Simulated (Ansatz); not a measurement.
Ansatz results at the PBE0-D4/def2-TZVP geometry: HOMO energy (B3LYP/def2-TZVPP) -6.94 eV; HOMO–LUMO gap (PBE/def2-TZVPP) 4.96 eV; LUMO energy (B3LYP/def2-TZVPP) -0.42 eV.

Each molecule was computed in one conformer, which needn't be the lowest.

(1) Which molecule gave them?
A. `C[NH][Hf]([NH]C)([NH]C)[NH]C`
B. `[OH][Hf]([Cl])([Cl])[I]`
C. `[NH2][Hf]([NH2])([OH])[F]`
D. `C[O][Hf]([Cl])([N](C)C)[N](C)C`

## Answers

(1) C. The others give `C[O][Hf]([Cl])([N](C)C)[N](C)C`: -6.11, 4.37, -0.09; `[OH][Hf]([Cl])([Cl])[I]`: -7.77, 4.41, -1.90; `C[NH][Hf]([NH]C)([NH]C)[NH]C`: -5.83, 4.25, 0.04.

B3LYP here is the variant with VWN-RPA as its local correlation; programs differ in this.
